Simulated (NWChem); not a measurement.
TlI; SMILES [I][Tl]

All runs: NWChem. def2 effective core potentials on I, Tl; no spin-orbit coupling. Each level has its own optimisation; frequencies are unscaled.

Question: Among these, which level gives the lowest value of “highest harmonic frequency (cm⁻¹)”?
(A) BLYP/def2-SVP
(B) PBE0/def2-SVP
(C) LDA (Slater exchange, VWN5)/def2-SVP
(D) PBE/def2-SVP

Answer: A, BLYP/def2-SVP. Values: BLYP/def2-SVP 140; PBE/def2-SVP 146; PBE0/def2-SVP 149; LDA (Slater exchange, VWN5)/def2-SVP 158
